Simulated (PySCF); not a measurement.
Excitation energy of Ni²⁺ by level of theory

Ni²⁺ [Ar] 3d8 (3F) → Ni²⁺ [Ar] 3d7 4p1 (high-spin determinant), as a difference of total energies. All numbers are calculated (PySCF 2.14, the non-relativistic Hamiltonian (point nucleus), in def2-TZVPPD (6s6p4d2f1g, 67 functions)). Correlated levels: valence and next inner shell: [Ne] frozen. The calculations carry no spin-orbit coupling.

```tsv
method	excitation energy (cm⁻¹)
UHF	98813
MP2 (valence and next inner shell)	116490
SCS-MP2 (valence and next inner shell)	115760
CCSD (valence and next inner shell)	111660
CCSD(T) (valence and next inner shell)	111960
```

A first-order spin-orbit estimate (lowest level to lowest level, LS coupling) adds 0.030 eV.

The determinant of the upper state mixes LS terms, which raises its energy above the lowest term, most at the Hartree-Fock and MP2 levels.
